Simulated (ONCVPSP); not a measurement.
## u(r) = r·R(r): atom against pseudo-atom (boron (B))

Columns: radius, all-electron u(r) and pseudo u(r) of the 2p shell (level -3.56 eV) of boron in the configuration [He] 2s2 2p1; PBEsol, non-relativistic, ONCV scheme, ONCVPSP 4.0.1.

```tsv
r (bohr)	all-electron	pseudo
0.198	0.0849	0.0192
0.395	0.2278	0.0739
0.593	0.3602	0.1579
0.790	0.4644	0.2605
0.988	0.5414	0.3707
1.185	0.5911	0.4757
1.383	0.6179	0.5660
1.580	0.6260	0.6332
1.778	0.6201	0.6740
1.975	0.6040	0.6875
2.173	0.5806	0.6764
2.370	0.5526	0.6458
2.568	0.5215	0.6016
2.765	0.4890	0.5505
2.963	0.4559	0.4976
3.160	0.4233	0.4478
3.358	0.3914	0.4030
3.555	0.3610	0.3650
3.753	0.3321	0.3327
3.950	0.3050	0.3050
4.148	0.2795	0.2796
4.345	0.2560	0.2560
4.542	0.2342	0.2342
4.740	0.2140	0.2140
4.938	0.1953	0.1953
5.135	0.1782	0.1782
```

(1) How many radial nodes do the two functions have?

(2) At about which radius was the pseudo-wave matched?

(3) Is the pseudo-wave norm-conserving?

Answers

(1) The all-electron 2p function has n − l − 1 = 0; the pseudo-wave has 0.

(2) 3.95 bohr, where the columns begin to agree (steps of 0.20 bohr).

(3) Yes: the ONCV scheme keeps the norm inside the radius equal to the all-electron one, which fixes the energy derivative of the logarithmic derivative at the level.
